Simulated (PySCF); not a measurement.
# Dipole response of Co⁺ (cobalt, charge +1)

[Ar] 3d8, high-spin 3F determinant. Calculation: PySCF 2.14, in ANO-RCC-VTZP; scalar relativity by spin-free X2C-1e. Coupled (time-dependent) response in atomic units; α is the mean over directions. The basis has no added diffuse functions, which lowers α and C₆.

```json
{"method": "UHF", "mean α (bohr³)": "5.827", "C₆ (like pair)": "17.84", "S(−4)": "35.02"}
{"method": "PBE", "mean α (bohr³)": "8.882", "C₆ (like pair)": "23.98", "S(−4)": "156.0"}
{"method": "PBE0", "mean α (bohr³)": "7.590", "C₆ (like pair)": "21.55", "S(−4)": "90.02"}
```

S(−4) is the Cauchy moment in α(ω) = α(0) + S(−4) ω² + …

α(iu) at UHF:

| u (hartree) | α(iu) (bohr³) |
| --- | --- |
| 0 | 5.827 |
| 0.0500 | 5.741 |
| 0.100 | 5.508 |
| 0.200 | 4.814 |
| 0.300 | 4.119 |
| 0.500 | 3.148 |
| 0.750 | 2.493 |
| 1.00 | 2.108 |
| 1.50 | 1.619 |
| 2.00 | 1.280 |
| 3.00 | 0.8297 |
| 5.00 | 0.4032 |

A single London oscillator, α(iu) = α/(1 + u²/ω²), gives C₆ = (3/4) ω α². Matching the computed C₆ needs ω = 4 × 17.84 / (3 × 5.827²) = 0.701 hartree.

For an ion, C₆ is the dispersion term alone; charge-induced terms of lower order in 1/R come first.
